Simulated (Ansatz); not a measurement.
Computed with Ansatz on PBE0-D4/def2-TZVP structures; ΔE is electronic, products minus reactants. CBS: MP2 limit from def2 TZ/QZ plus the TZ coupled-cluster correction, frozen cores. This one scheme is used for every species. Functionals use def2-TZVPP. B3LYP here is the variant with VWN-RPA as its local correlation; programs differ in this. HSE06 is defined as in plane-wave codes. Elements past krypton have def2 core potentials. For Se, Sn outer-core shells are correlated without core-valence functions, which leaves a few kJ/mol of doubt a bond. Scalar relativity is left out up to krypton. One conformer a species, not always the lowest.

Reaction (hydrogenolysis of the Se–Sn bond): `[F][Sn]([F])([F])[SeH]` + H₂ → H₂Se + `[F][SnH]([F])[F]`

`[F][Sn]([F])([F])[SeH]`:

Z-matrix (Å, degrees):
```
Sn
F 1 1.891
F 1 1.893 2 106.0
F 1 1.893 2 106.1 3 109.3
Se 1 2.472 2 110.8 3 -125.4
H 5 1.472 1 89.2 2 -179.2
```

H₂:

Z-matrix (Å, degrees):
```
H
H 1 0.746
```

H₂Se:

Cartesian coordinates in Å:
```
Se -0.263 -0.418 -0.474
H -0.562 -0.148 0.937
H 0.825 0.566 -0.463
```

`[F][SnH]([F])[F]`:

```xyz
5

F    -0.931   -1.498    0.548
Sn    0.081   -0.029   -0.082
F     0.829    0.750    1.469
F    -1.201    1.222   -0.688
H     1.221   -0.445   -1.247
```

```
             level  ΔE (kJ/mol)  difference from CCSD(T)/CBS
       LDA (SPW92)         49.5                        -10.4
            PBE-D4         60.9                          1.0
         revPBE-D4         63.3                          3.4
           BLYP-D4         62.6                          2.7
         r2SCAN-D4         59.9                          0.0
            B97M-V         45.1                        -14.8
           PBE0-D4         55.7                         -4.2
          B3LYP-D4         57.6                         -2.3
        r2SCANh-D4         58.1                         -1.8
        r2SCAN0-D4         55.6                         -4.3
          BHLYP-D4         54.0                         -5.9
      CAM-B3LYP-D4         47.4                        -12.5
           ωB97X-V         49.5                        -10.4
            B2PLYP         52.2                         -7.7
          PBE-QIDH         52.7                         -7.2
               PBE         55.4                         -4.5
            revPBE         54.9                         -5.0
              BLYP         52.0                         -7.9
             B3LYP         48.5                        -11.4
           r2SCANh         56.7                         -3.2
           r2SCAN0         54.0                         -5.9
             HSE06         51.1                         -8.8
             BHLYP         43.7                        -16.2
         CAM-B3LYP         42.0                        -17.9
           LC-ωPBE         42.4                        -17.5
RPA@PBE/def2-TZVPP         45.5                        -14.4
       HF/def2-SVP         26.4                        -33.5
      MP2/def2-SVP         50.3                         -9.6
     CCSD/def2-SVP         38.8                        -21.1
  CCSD(T)/def2-SVP         42.5                        -17.4
     HF/def2-TZVPP         34.2                        -25.7
    MP2/def2-TZVPP         59.5                         -0.4
SCS-MP2/def2-TZVPP         52.3                         -7.6
   CCSD/def2-TZVPP         43.8                        -16.1
CCSD(T)/def2-TZVPP         49.0                        -10.9
    MP2/def2-QZVPP         66.0                          6.1
SCS-MP2/def2-QZVPP         58.1                         -1.8
      HF/CBS(def2)         35.0                        -24.9
     MP2/CBS(def2)         70.4                         10.5
    CCSD/CBS(def2)         54.7                         -5.2
       CCSD(T)/CBS         59.9                            0
```

Largest T1 diagnostic among the species: 0.015.

The D4 term adds +9.1 kJ/mol with B3LYP and +4.9 kJ/mol with PBE0; it sums over pairs of atoms, weighted by their polarisabilities, and B3LYP, whose exchange is more repulsive, gets the larger term. From PBE to PBE0 (25 % exact exchange), in def2-TZVPP and without D4, ΔE moves by −4.6 kJ/mol. In def2-TZVPP, CCSD(T) changes the Hartree–Fock value by +14.8 kJ/mol (the triples alone add +5.2 kJ/mol) and MP2 by +25.3 kJ/mol.
